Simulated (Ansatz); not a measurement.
The same molecule with X = B, Al, Ga, In. Ansatz, PBE0-D4/def2-TZVP geometries, multiplicity 1.

Elements past krypton have def2 core potentials. Scalar relativity is left out up to krypton.

```tsv
X	molecule	mean X–C bond length / Å	HOMO–LUMO gap (ωB97M-V/def2-TZVPP) / eV	HOMO–LUMO gap (B3LYP/def2-TZVPP) / eV	ideal-gas entropy at 298 K and 1 bar (rigid rotor, harmonic PBE0-D4/def2-TZVP) / J/(mol·K)
Al	`C#[C][Al]([C]#C)[C]#C`	1.893	10.11	5.63	375
Ga	`C#[C][Ga]([C]#C)[C]#C`	1.900	10.06	5.49	384
In	`C#[C][In]([C]#C)[C]#C`	2.072	9.98	5.51	402
```

**Question.** Give the row for X = B, `C#CB(C#C)C#C`. (Estimate.)

**Answer.** Computed: 
```csv
X,molecule,mean X–C bond length / Å,HOMO–LUMO gap (ωB97M-V/def2-TZVPP) / eV,HOMO–LUMO gap (B3LYP/def2-TZVPP) / eV,"ideal-gas entropy at 298 K and 1 bar (rigid rotor, harmonic PBE0-D4/def2-TZVP) / J/(mol·K)"
B,`C#CB(C#C)C#C`,1.514,9.42,4.81,342
```

From B to In the mean X–C bond length rises at each step, by 0.558 Å in all; the HOMO–LUMO gap (ωB97M-V/def2-TZVPP) isn't monotonic: highest at Al, lowest at B; the HOMO–LUMO gap (B3LYP/def2-TZVPP) isn't monotonic: highest at Al, lowest at B; the ideal-gas entropy at 298 K and 1 bar (rigid rotor, harmonic PBE0-D4/def2-TZVP) rises at each step, by 60 J/(mol·K) in all. Bonds lengthen as the atom grows down the group.

B3LYP here is the variant with VWN-RPA as its local correlation; programs differ in this.
